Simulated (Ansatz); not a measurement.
Consider the atomization: `OC[Si](O)(O)O` → C• + 6 H• + 4 O• + Si•.

Gas-phase electronic energies from Ansatz, PBE0-D4/def2-TZVP geometries. CCSD(T)/CBS is the MP2 limit (def2-TZVPP, def2-QZVPP) plus CCSD(T) − MP2 in def2-TZVPP, frozen cores. This one scheme is used for every species, atoms too. Functionals use def2-TZVPP. B3LYP here is the variant with VWN-RPA as its local correlation; programs differ in this. Open shells (•) are unrestricted, without spin–orbit coupling. Spin–orbit coupling would lower the free atoms: a little for C, O, Si. One conformer a species, not always the lowest.

```csv
level,ΔE (kcal/mol)
r2SCAN-D4,1149.4
ωB97M-V,1152.4
r2SCAN,1147.9
B3LYP,1132.2
MP2/def2-TZVPP,1151.2
HF/CBS(def2),802.4
MP2/CBS(def2),1187.7
CCSD/CBS(def2),1136.4
```

**Question.** What does CCSD(T)/CBS give? (An estimate is asked.)

**Answer.** Ansatz gave: +1155.0 kcal/mol. The listed levels differ from it by -5.6, -2.6, -7.1, -22.8, -3.8, -352.6, 32.7, -18.6 kcal/mol.

Largest T1 diagnostic among the species: 0.012.

The D4 term adds +9.5 kcal/mol with B3LYP and +5.0 kcal/mol with PBE0; it sums over pairs of atoms, weighted by their polarisabilities, and B3LYP, whose exchange is more repulsive, gets the larger term. In def2-TZVPP, CCSD(T) changes the Hartree–Fock value by +319.1 kcal/mol (the triples alone add +18.6 kcal/mol) and MP2 by +351.8 kcal/mol; breaking electron pairs costs correlation energy, which Hartree–Fock lacks. From PBE to PBE0 (25 % exact exchange), in def2-TZVPP and without D4, ΔE moves by −28.9 kcal/mol: exact exchange takes away binding that semilocal exchange gives to molecules.

For atomizations the MP2-based limit and the directly extrapolated one differ by several kJ/mol either way, and by 10 to 25 for some Ge, Se and Sn compounds, so smaller differences from it don't rank the levels.
